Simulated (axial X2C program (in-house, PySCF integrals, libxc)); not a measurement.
## Potential curves of GeTe⁻, 2c

All values were computed with an in-house relativistic program for diatomic molecules. Two-component (2c) means X2C with spin–orbit coupling and atomic mean-field two-electron Coulomb and Gaunt terms. Basis: Te dyall-acv3z [12s13p9d5f1g], Ge dyall-acv3z [10s10p8d5f1g] (cores contracted in-house); Gaussian nuclei, density fitting, unrestricted open shells. Masses: Te 129.906 u, Ge 73.921 u.

State: Ω = 1/2 (⟨Sz⟩ = -0.50, ⟨Lz⟩ = 1.00 at PBE0). Energies in kJ/mol from the lowest point of each curve. Fits are polynomials in 1 − R0/R over 0.85 to 1.23 times the lowest point R0.

| R (Å) | PBE0 | M06 |
| --- | --- | --- |
| 2.1480 | 89.17 | 97.59 |
| 2.2468 | 36.66 | 41.84 |
| 2.3209 | 14.41 | 17.59 |
| 2.3949 | 3.07 | 4.53 |
| 2.4690 | 0.00 | 0.00 |
| 2.5554 | 4.18 | 2.71 |
| 2.6418 | 14.34 | 11.70 |
| 2.7529 | 33.11 | 29.40 |
| 2.8887 | 60.67 | 56.61 |
| 3.0862 | 102.18 | 100.48 |

The state is one determinant whose occupation by symmetry is held fixed; it was picked as the lowest of a PBE0 search that is not exhaustive. Density functionals use the spin component along the axis (collinear). Without a current term, density functionals place determinants with orbital angular momentum somewhat too high. The highest occupied level of some functionals is positive through self-interaction error; at Hartree–Fock it is bound. The determinant is spin-polarised beyond a pure state at some levels (its spin-free form has ⟨S²⟩ too high), which makes Re and μ there less reliable.

**Question.** What are Re and ωe at the PBE0 level?

**Answer.** At PBE0, 2c: Re = 2.465 Å, ωe ≈ 262 cm⁻¹; Be follows as 0.0589 cm⁻¹.

**Question.** What are Re and ωe at the M06 level?

**Answer.** At M06, 2c: Re = 2.481 Å, ωe ≈ 258 cm⁻¹; Be follows as 0.0581 cm⁻¹.
